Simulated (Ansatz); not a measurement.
Reaction (cleavage of the Al–Si bond): `[CH3][Al]([SiH3])[CH2]O` + HI → `[CH3][Al]([I])[CH2]O` + SiH₄

Gas-phase electronic energies from Ansatz, PBE0-D4/def2-TZVP geometries. CCSD(T)/CBS adds triple-zeta CCSD(T) − MP2 to the extrapolated MP2 energy (def2 sets, frozen cores). This one scheme is used for every species. DFT in def2-TZVPP. def2 core potentials past Kr. For I outer-core shells are correlated without core-valence functions, which leaves a few kJ/mol of doubt a bond. Each species was taken in one conformer, which may not be the lowest.

| level | ΔE (kJ/mol) |
| --- | --- |
| ωB97X-V | -154.1 |
| ωB97M-V | -160.4 |
| B2PLYP | -160.0 |
| MP2/def2-TZVPP | -170.6 |
| SCS-MP2/def2-TZVPP | -166.9 |
| CCSD/def2-TZVPP | -154.9 |
| HF/def2-QZVPP | -171.9 |
| SCS-MP2/def2-QZVPP | -169.7 |

Q: What does CCSD(T)/CBS give? (Best estimate.)

A: Computed: -159.7 kJ/mol. The listed levels differ from it by 5.6, -0.7, -0.3, -10.9, -7.2, 4.8, -12.2, -10.0 kJ/mol.

Largest T1 diagnostic among the species: 0.011.

From PBE to PBE0 (25 % exact exchange), in def2-TZVPP and without D4, ΔE moves by −6.3 kJ/mol.
